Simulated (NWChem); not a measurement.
CHClO$_{3}$Si; SMILES O=C1O[SiH](O1)Cl

```xyz
7

O     -0.6460     2.6553     0.0000
C     -0.1877     1.5714     0.0000
O      0.1484     0.7890     1.0816
Si     0.6732    -0.4117     0.0000
Cl    -0.4264    -2.1081     0.0000
O      0.1484     0.7890    -1.0816
H      2.1108    -0.7158     0.0000
```
Atoms are numbered in this order, from 1.

Computed with NWChem. Geometry: optimised at PBE0/def2-SVP. B3LYP is NWChem's, with the RPA form of VWN correlation. Level: B3LYP/def2-SVP with SMD (1 M gas to 1 M solution), gas-phase geometry. Reactions with the solvent are ignored.

For solvent tetrahydrofuran:

```yaml
solvation free energy (kcal/mol): -6.2
cavity-dispersion-structure term (kcal/mol): -2.1
dipole in solution (D): 4.76
```

Problem. Estimate the same quantities for solvent water.

Solution. The solvation free energy (kcal/mol) comes out as -4.3. The cavity-dispersion-structure term (kcal/mol) is 3.7 and the dipole in solution (D) is 5.21.
